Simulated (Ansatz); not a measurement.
`[NH2][Mg][O][SiH3]` + `C[N](C)[Sn][Cl]` → `C[N](C)[Mg][NH2]` + `[SiH3][O][Sn][Cl]`  (redistribution)

Isolated molecules relaxed with PBE0-D4/def2-TZVP in Ansatz; ΔE leaves out vibrations. CCSD(T)/CBS is the MP2 limit (def2-TZVPP, def2-QZVPP) plus CCSD(T) − MP2 in def2-TZVPP, frozen cores. DFT in def2-TZVPP. Elements past krypton have def2 core potentials. For Mg, Sn outer-core shells are correlated without core-valence functions, which leaves a few kJ/mol of doubt a bond. Each species was taken in one conformer, which may not be the lowest.

CCSD(T)/CBS gives +19.5 kcal/mol.

**Question.** Another level gave +19.0 kcal/mol. Which?
A. HF/def2-TZVPP
B. r2SCAN0/def2-TZVPP
C. BHLYP/def2-TZVPP
D. MP2/def2-TZVPP

**Answer.** B. r2SCAN0 19.0, BHLYP 17.6, HF/def2-TZVPP 16.6, MP2/def2-TZVPP 20.1 kcal/mol.

Largest T1 diagnostic among the species: 0.017.

In def2-TZVPP, CCSD(T) changes the Hartree–Fock value by +2.4 kcal/mol (the triples alone add +0.5 kcal/mol) and MP2 by +3.5 kcal/mol. Leaving LDA and LC-ωPBE aside and taking each functional with its dispersion term where it has one, the values, not all of them listed here, spread over 1.9 kcal/mol, from ωB97X-V to PBE-QIDH. LDA lies +2.2 kcal/mol from PBE without D4.
